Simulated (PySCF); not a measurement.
Run record: excited-state job, `O=C1OC=CC=C1B(F)F`.

Method: TDDFT PBE0/def2-SVPD, vertical, gas phase, core orbitals frozen in the response (PySCF 2.14.0, density-fitted response routines). Geometry: GFN2-xTB. The input is one job of a driver script: a line of settings, then coordinates in Å.

Command:
```bash
OMP_NUM_THREADS=1 python probes_run.py task.json out
```

Input:
```
{"job": {"kind": "uv", "xc": "PBE0", "basis": "def2-SVPD", "nstates": 6, "ntriplets": 2}, "charge": 0, "multiplicity": 1}
O      0.888987    -2.376947     0.196833
C      0.231079    -1.379152     0.107915
O     -1.154806    -1.534542     0.086571
C     -1.981571    -0.508125    -0.009650
C     -1.569970     0.777963    -0.096294
C     -0.175935     1.021758    -0.082004
C      0.723091    -0.005833     0.017294
B      2.254603     0.282433     0.031055
F      2.691167     1.528502    -0.056203
F      3.200128    -0.616503     0.123210
H     -3.020737    -0.811461    -0.011555
H     -2.276230     1.584865    -0.173489
H      0.185805     2.037528    -0.151410
```

Problem. What does the run print?

Solution. 
```
coarse grid: 12720 points
cycle   1  E = -566.1554601017  dE =  1.908e+00  |g| = 1.012e+00  |ddm| = 8.057e+00
cycle   2  E = -565.5717624478  dE =  5.837e-01  |g| = 1.996e+00  |ddm| = 4.888e+00
cycle   3  E = -566.3336842659  dE = -7.619e-01  |g| = 3.408e-01  |ddm| = 3.773e+00
cycle   4  E = -566.3552412807  dE = -2.156e-02  |g| = 9.743e-02  |ddm| = 5.498e-01
cycle   5  E = -566.3566240285  dE = -1.383e-03  |g| = 3.795e-02  |ddm| = 1.858e-01
cycle   6  E = -566.3569415470  dE = -3.175e-04  |g| = 9.657e-03  |ddm| = 8.603e-02
cycle   7  E = -566.3569613171  dE = -1.977e-05  |g| = 3.633e-03  |ddm| = 2.428e-02
cycle   8  E = -566.3569644838  dE = -3.167e-06  |g| = 8.287e-04  |ddm| = 8.095e-03
final grid: 128992 points
cycle   9  E = -566.4446135803  dE = -4.352e-05  |g| = 1.221e-02  |ddm| = 1.776e-01
cycle  10  E = -566.4445514957  dE =  6.208e-05  |g| = 2.155e-02  |ddm| = 5.542e-02
cycle  11  E = -566.4446418869  dE = -9.039e-05  |g| = 2.025e-03  |ddm| = 3.559e-02
cycle  12  E = -566.4446426955  dE = -8.085e-07  |g| = 4.314e-04  |ddm| = 3.407e-03
cycle  13  E = -566.4446427230  dE = -2.749e-08  |g| = 1.985e-04  |ddm| = 9.632e-04
cycle  14  E = -566.4446427309  dE = -7.926e-09  |g| = 6.495e-05  |ddm| = 4.484e-04
cycle  15  E = -566.4446427319  dE = -1.013e-09  |g| = 1.793e-05  |ddm| = 1.518e-04
cycle  16  E = -566.4446427320  dE = -8.322e-11  |g| = 2.447e-06  |ddm| = 4.767e-05
converged SCF energy = -566.4446427320

Static polarisability (au): isotropic 77.061, principal 45.201 83.751 102.232

Singlet excitations
state   eV       nm        f      main configurations
  1   4.2003    295.2   0.16184   H->L 0.98
  2   4.3569    284.6   0.00021   H-1->L 0.98
  3   5.7229    216.6   0.00031   H-1->L+1 0.94
  4   6.0556    204.7   0.09137   H->L+1 0.82, H-2->L 0.15
  5   6.3115    196.4   0.00264   H-3->L 0.97
  6   6.6683    185.9   0.00132   H->L+2 0.98

Triplet excitations (Tamm-Dancoff, eV): 2.7148 4.1600
```

The SCF starts on a coarse grid where the log names one; the energy can jump when the final grid takes over, and dE then counts from the start density on the new grid. H and L stand for HOMO and LUMO; the number after each pair is its weight.

Problem. Give S1 in cm⁻¹ and kJ/mol.

Solution. 4.2003 eV × 8065.54 = 33878 cm⁻¹; × 96.485 = 405.3 kJ/mol.

Problem. Which computed singlet has the largest oscillator strength, and what do all of them sum to?

Solution. State 1 at 4.20 eV (295 nm), f = 0.162; the 6 states sum to 0.258.

Summary of the converged run: HOMO -7.58 eV, LUMO -2.69 eV; lowest singlet 4.20 eV; lowest triplet 2.71 eV (Tamm–Dancoff); mean polarisability 77.1 au.

Problem. How long does this job take on Arm Neoverse V2, one thread (shared host)? And the peak memory of the process?

Solution. About 46 s (density and orbital grids were written too), with 0.97 GiB resident at the peak, the Python interpreter and its libraries included.
Labels such as C1 count atoms from 1, the log's own numbers from 0.
